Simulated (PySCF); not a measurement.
**How the method changes the constants of BBr**

State: ¹Σ⁺ (singlet), closed shell. Set-up: PySCF, no relativity, basis sets B def2-TZVPPD, Br def2-TZVPPD. De refers to B + Br in their high-spin ground configurations, without counterpoise correction. A positive dipole means B(−)Br(+).

| Level | Re (Å) | ωe (cm⁻¹) | De (eV) | μ (D) |
| --- | --- | --- | --- | --- |
| RHF | 1.902 | 684 | 3.05 | 1.20 |
| RHF-MP2 | 1.881 | 709 | 4.63 | n/a |
| RHF-SCS-MP2 | 1.887 | 701 | 4.45 | n/a |
| RHF-CCSD | 1.896 | 693 | 4.27 | n/a |
| RHF-CCSD(T) | 1.898 | 690 | 4.46 | n/a |
| LDA | 1.882 | 686 | 5.45 | 1.69 |
| PBE | 1.909 | 660 | 4.80 | 1.50 |
| PW91 | 1.907 | 661 | 4.81 | 1.50 |
| r²SCAN | 1.901 | 672 | 4.63 | 1.53 |
| PBE0 | 1.894 | 685 | 4.58 | 1.48 |
| r²SCAN0 | 1.891 | 688 | 4.43 | 1.47 |
| MN15 | 1.884 | 692 | 4.65 | 1.45 |
| BHandHLYP | 1.888 | 691 | 4.16 | 1.41 |
| CAM-B3LYP | 1.883 | 693 | 4.35 | 1.53 |

(1) Which functional lies closest to RHF-CCSD(T) in De, which farthest, and by how much do they differ from it?

(2) What does a quarter of exact exchange do here, going from PBE to PBE0?

(3) What does second-order correlation do here, going from RHF to RHF-MP2?

Correlated steps freeze 10 core orbitals. Where the molecule has an RHF reference, its open-shell atoms are computed with UHF.

The whole job (state search and all levels along the bond) took about 5 min on 2 threads of Arm Neoverse V1 (shared host), peak memory 2.3 GiB.

Answers

(1) Closest is r²SCAN0 (-0.7 pm in Re, -0.3 % in ωe, -0.03 eV in De against RHF-CCSD(T) in the same basis), farthest LDA (-1.6 pm in Re, -0.6 % in ωe, +0.99 eV in De). CCSD(T) converges more slowly with the basis than the functionals do and binds too weakly in this one, so the order can change at the basis-set limit.

(2) PBE0 less PBE: -1.5 pm in Re, +3.8 % in ωe, -0.22 eV in De. Exact exchange removes part of the self-interaction that spreads semilocal densities, and in most molecules shortens and stiffens the bond and lowers De; so it does here.

(3) RHF-MP2 less RHF: -2.1 pm in Re, +3.7 % in ωe, +1.58 eV in De. Correlation nearly always deepens the well. The bond shortens, as in weak, metallic or heavy-atom bonds, where dispersion and the correlation of outer-core electrons pull the atoms together.
